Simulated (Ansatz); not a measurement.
Gas-phase electronic energies from Ansatz, PBE0-D4/def2-TZVP geometries. CCSD(T)/CBS adds triple-zeta CCSD(T) − MP2 to the extrapolated MP2 energy (def2 sets, frozen cores). Elements past krypton have def2 core potentials. For Se, Sn outer-core shells are correlated without core-valence functions, which leaves a few kJ/mol of doubt a bond. Scalar relativity is left out up to krypton. One conformer a species, not always the lowest.

`[SiH3][SiH2][O][SnH3]` + `NB[SeH]` → `NB[Se][SiH3]` + `[SiH3][O][SnH3]`  (cleavage of the Si–Si bond)

`[SiH3][SiH2][O][SnH3]`:

Cartesian coordinates in Å:
```
Si -1.738 -1.893 -0.132
Si -0.762 0.226 -0.350
O 0.759 0.175 0.239
Sn 2.235 1.457 0.441
H -1.793 -2.310 1.295
H -0.966 -2.915 -0.891
H -3.129 -1.865 -0.666
H -1.590 1.236 0.377
H -0.772 0.637 -1.788
H 3.473 0.540 1.157
H 2.623 2.003 -1.126
H 1.659 2.708 1.444
```

`NB[SeH]`:

Cartesian coordinates in Å:
```
N 1.027 0.035 -0.651
B 0.022 -0.071 0.302
Se -1.843 0.247 -0.193
H 1.993 -0.123 -0.423
H 0.875 0.272 -1.617
H 0.291 -0.358 1.428
H -2.365 -0.002 1.153
```

`NB[Se][SiH3]`:

```xyz
10

N    -0.926   -1.058   -0.849
B    -0.018   -0.288   -1.560
Se    1.144    1.099   -0.800
Si    0.660    0.880    1.408
H    -1.496   -1.749   -1.306
H    -1.116   -0.967    0.135
H     0.099   -0.443   -2.738
H     1.256   -0.356    1.980
H    -0.812    0.817    1.624
H     1.209    2.067    2.106
```

`[SiH3][O][SnH3]`:

Z-matrix (Å, degrees):
```
Si
O 1 1.627
H 1 1.486 2 109.0
H 1 1.492 2 111.4 3 120.0
H 1 1.492 2 111.4 3 -120.0
Sn 2 1.963 1 136.6 3 180.0
H 6 1.699 2 103.7 1 179.7
H 6 1.705 2 106.7 1 59.8
H 6 1.705 2 106.7 1 -60.4
```

| species | CCSD(T)/CBS(def2) energy (Eh) |
| --- | --- |
| `[SiH3][SiH2][O][SnH3]` | -872.19319 |
| `NB[SeH]` | -2482.67368 |
| `NB[Se][SiH3]` | -2772.97652 |
| `[SiH3][O][SnH3]` | -581.91447 |

Question: Work out ΔE.

Answer: ΔE = (-2772.97652) + (-581.91447) − (-872.19319) − (-2482.67368) = -0.02412 Eh = -63.3 kJ/mol.

Largest T1 diagnostic among the species: 0.014.

From PBE to PBE0 (25 % exact exchange), in def2-TZVPP and without D4, ΔE moves by −4.8 kJ/mol. The D4 term adds −3.1 kJ/mol with B3LYP and −1.4 kJ/mol with PBE0; it sums over pairs of atoms, weighted by their polarisabilities, and B3LYP, whose exchange is more repulsive, gets the larger term.

B3LYP here is the variant with VWN-RPA as its local correlation; programs differ in this.
